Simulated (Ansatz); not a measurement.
Ligand exchange: CBr2Cl2 + InH(CH3)Cl → CBrCl3 + InH(CH3)Br

Gas-phase species: CBr2Cl2 (dibromodichloromethane) `ClC(Cl)(Br)Br`, singlet; InH(CH3)Cl, singlet; CBrCl3 (bromotrichloromethane) `ClC(Cl)(Cl)Br`, singlet; InH(CH3)Br, singlet. The partners trade Br for Cl: C–Br and In–Cl bonds give way to C–Cl and In–Br.

Shapes, held fixed at every level: PBE0-D4/def2-TZVP. Programs: Ansatz 0.2.0. The zero-point and thermal change to 298 K, harmonic and unscaled (PBE0-D4/def2-TZVP), is +0.5 kJ/mol.

| level | kind | ΔH(298 K) (kJ/mol) | less CCSD(T)/def2-TZVPP |
| --- | --- | --- | --- |
| HF/def2-TZVPP | Hartree–Fock | -20.6 | -9.5 |
| PBE-D4/def2-TZVPP | GGA | -12.8 | -1.7 |
| r2SCAN-D4/def2-TZVPP | meta-GGA | -14.5 | -3.4 |
| B3LYP-D4/def2-TZVPP | global hybrid | -12.1 | -1.0 |
| r2SCAN0-D4/def2-TZVPP | global hybrid | -16.7 | -5.6 |
| B2PLYP/def2-TZVPP | double hybrid | -12.6 | -1.5 |
| CCSD(T)/def2-TZVPP | coupled cluster or CI | -11.1 | 0.0 |

The highest level, CCSD(T)/def2-TZVPP, gives ΔH(298 K) = -11.1 kJ/mol; the levels span -20.6 to -11.1. The column of differences is taken from that level and isn't an error. No measured value is set beside it here. For atoms past krypton def2 sets carry core potentials with scalar relativity. Relativity is left out for Br. Outer-core shells of Br, In are correlated, in sets that cover them unevenly.
